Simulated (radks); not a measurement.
Results of a calculation; reference values are marked as such.
Initial-state core-level shifts of the europium ion Eu+ when its valence configuration changes from [Xe] 4f7 6s1. Code: a radial shooting solver on a logarithmic mesh with Libxc functionals. Model: Dirac Kohn-Sham, LDA (Slater exchange, Perdew-Wang correlation), spin-unpolarised, spherical densities, point nucleus; open shells fill j = l - 1/2 first. Shifts are changes of the shell-averaged eigenvalues in eV (positive: less bound).

| valence | 2s | 3p | 4d | 5s |
|---|---|---|---|---|
| 4f8 | +6.176 | +6.671 | +6.366 | +4.474 |
| 4f7 6p1 | -1.069 | -1.055 | -1.071 | -1.105 |
| 4f6 5d1 6s1 | -6.682 | -7.542 | -6.745 | -3.514 |
| 4f5 5d1 6s1 6p1 | -18.382 | -20.294 | -18.164 | -10.629 |
| 4f7 5d1 | +1.791 | +1.732 | +1.790 | +1.895 |
| 4f7.5 6s0.5 | +3.561 | +3.849 | +3.646 | +2.515 |
| 4f6 5d2 | -4.558 | -5.464 | -4.637 | -1.407 |
| 4f6 6s2 | -9.115 | -9.912 | -9.139 | -5.867 |
| 4f6 6s1 6p1 | -10.169 | -10.961 | -10.192 | -6.910 |
